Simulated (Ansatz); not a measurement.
K4. Total charge 0; singlet. Geometry B3LYP/def2-TZVP, that of the charge +1 doublet.

```xyz
4

K     2.375   -2.558   -2.245
K    -0.698   -1.573    1.141
K     0.602    1.570   -1.208
K    -2.279    2.561    2.311
```

A triplet lies near this restricted singlet, and broken spin symmetry wasn't tried. The structure comes from a short search, and lower isomers may exist.

Estimate the orbital energies around the gap (eV) in Ansatz with PBE/def2-TZVP, r2SCAN/def2-TZVP, PBE0/def2-TZVP.


```
orbital  PBE/def2-TZVP  r2SCAN/def2-TZVP  PBE0/def2-TZVP
 HOMO−5         -18.16            -18.85          -20.18
 HOMO−4         -18.16            -18.85          -20.18
 HOMO−3         -18.14            -18.83          -20.16
 HOMO−2         -18.13            -18.83          -20.15
 HOMO−1          -2.98             -2.93           -3.41
   HOMO          -2.23             -2.20           -2.54
   LUMO          -1.86             -1.66           -1.43
 LUMO+1          -1.48             -1.32           -1.10
 LUMO+2          -1.08             -1.02           -0.63
 LUMO+3          -0.83             -0.75           -0.37
 LUMO+4          -0.67             -0.56           -0.24
 LUMO+5          -0.66             -0.40           -0.21
```
